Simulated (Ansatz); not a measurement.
The cluster Co₂Si, relaxed as a singlet with RKS B3LYP-D4/def2-TZVP in Ansatz, starting from the GFN1-xTB geometry. Force threshold 0.02 eV/Å.

The restricted singlet is unstable towards broken spin symmetry at other levels; at B3LYP-D4/def2-TZVP this wasn't settled. The relaxation made no stability test and no search for a lower SCF solution. At B3LYP-D4/def2-TZVP a quintet of charge 0 lies 2.55 eV below the restricted singlet, each at its own geometry. The structure comes from a short search, and lower isomers may exist.

Start:

Cartesian coordinates in Å:
```
Co 0.6628 1.4087 -1.1258
Co -0.7951 0.0964 0.0489
Si 0.1323 -1.5051 1.0770
```

Estimate the energy that the relaxation releases and the steps that it takes.

44.8 kcal/mol, in 8 steps; 19 s on 4 threads of Arm Neoverse V2 on a shared host. No frequencies were taken in this run, so the end may be a saddle point.

Does the start keep its bonding and symmetry?

Bonds formed: Co1–Si3 (atoms count from 1). Point group Cs at the start, C2v at the end, both within 0.05 Å.

Predict the relaxed structure.


```xyz
3

Co    0.7087    0.7427   -0.6474
Co   -1.1933    0.2206    0.0180
Si    0.4846   -0.9633    0.6294
```
Bond lengths (bridged metal pairs left out): 2 × Co–Si 2.14 Å; 1 × Co–Co 2.08 Å.
